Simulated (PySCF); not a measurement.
**A thermochemical cycle for LiSn**

r²SCAN in PySCF with def2-SVP on every atom (core potentials on Sn), for the lowest determinant that a PBE0 search found; no spin–orbit coupling. LiSn, a quartet (σ ↑, π ↑↑), has De = 1.67 eV to neutral atoms, and LiSn⁺, a triplet (σ ↑, π ↑), has De = 0.74 eV to Li⁺ + Sn.

The adiabatic ionisation energy of LiSn, between the minima, is 6.21 eV.

Problem. Which ionisation energy of the Li atom does this level give?

Solution. IE(Li) = IE(molecule) + De(ion) − De(neutral) = 6.21 + 0.74 − 1.67 = 5.28 eV; the measured value is 5.392 eV (NIST ASD).

These are scalar-relativistic numbers at best; spin–orbit coupling would shift them, the dissociation energy most. For an ion De counts to the pair picked by the measured ionisation energies or electron affinities, which need not be the lowest pair at this level. States were picked by a PBE0 search and need not be the measured ground states.
